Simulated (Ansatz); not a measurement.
`[CH3][Ti]([F])([F])[F]` + H₂S → `[F][Ti]([F])([F])[SH]` + CH₄ at 600 K and 1 bar (ligand exchange at a Ti–C bond).

Program: Ansatz. Geometries: PBE0-D4/def2-TZVP. ΔE: electronic, gas phase. CCSD(T)/CBS adds triple-zeta CCSD(T) − MP2 to the extrapolated MP2 energy (def2 sets, frozen cores). This one scheme is used for every species. For Ti outer-core shells are correlated without core-valence functions, which leaves a few kJ/mol of doubt a bond. Scalar relativity is left out up to krypton. Each species was taken in one conformer, which may not be the lowest.

```csv
species,CCSD(T)/CBS energy (Eh),H − E (kJ/mol),S (J/(mol·K))
`[CH3][Ti]([F])([F])[F]`,-1188.36791,168.3,427.0
H₂S,-398.97279,60.8,230.9
`[F][Ti]([F])([F])[SH]`,-1546.91893,96.7,434.6
CH₄,-40.46206,140.4,215.7
```

H − E and S are ideal-gas, rigid-rotor, harmonic terms from PBE0-D4/def2-TZVP, for one conformer and one mirror image of each species. 1 Eh = 2625.50 kJ/mol, R = 8.31446 J/(mol·K).

By hand: ΔE, ΔH, ΔS and ΔG.

ΔE = (-1546.91893) + (-40.46206) − (-1188.36791) − (-398.97279) = -0.04029 Eh = -105.8 kJ/mol. Δ(H − E) = 96.7 + 140.4 − 168.3 − 60.8 = 8.0, so ΔH = -97.8 kJ/mol. ΔS = 434.6 + 215.7 − 427.0 − 230.9 = -7.6 J/(mol·K). ΔG = -97.8 − 600 × (-7.6)/1000 = -93.2 kJ/mol.

By hand: the equilibrium constant, and the temperature at which ΔG would vanish if ΔH and ΔS stayed fixed.

log₁₀ K = −ΔG/(RT ln 10) = 8.1. ΔG = 0 at ΔH/ΔS = 12868 K, far beyond where these terms or the molecules hold.

The number of gas molecules stays the same, so ΔS is small and ΔH decides. A doubt of 5 kJ/mol in ΔE shifts log₁₀ K by 0.4 here. Other conformers and mirror images would add mixing entropy, several J/(mol·K) or more a flexible species. These are equilibria of isolated gas molecules and say nothing of rates. Largest T1 diagnostic: 0.025 (customary marks: 0.02 for closed shells, 0.045 for open ones).
